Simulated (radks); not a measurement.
The numbers below are computed, except where a source is named.
Question: The mean radii <r> (bohr) of the occupied orbitals of an atom or ion are listed with their occupations. Code: a radial shooting solver on a logarithmic mesh with Libxc functionals. Model: scalar-relativistic Kohn-Sham, LDA (Slater exchange, VWN5 correlation), spin-polarised, spherical densities, finite nucleus; Fermi nuclear charge, rms radius of each element as measured or else 0.836 A^(1/3) + 0.57 fm.

orbital  occ.     <r>
1s up       1  0.1572
1s down     1  0.1571
2s up       1  0.6863

Name the element and its charge. Open shells, if any, are filled with parallel spins first.

Answer: Z = 10, neon, charge +7: Ne7+ in [He] 2s1. The 1s radius gives Z: for a bare nucleus <r> = (2 gamma + 1)/(2Z) with gamma = sqrt(1 - (Z/c)^2), 0.1497 bohr for Z = 10, and screening makes it slightly larger (0.1572 here). The occupations add up to 3, and the charge is Z minus that.
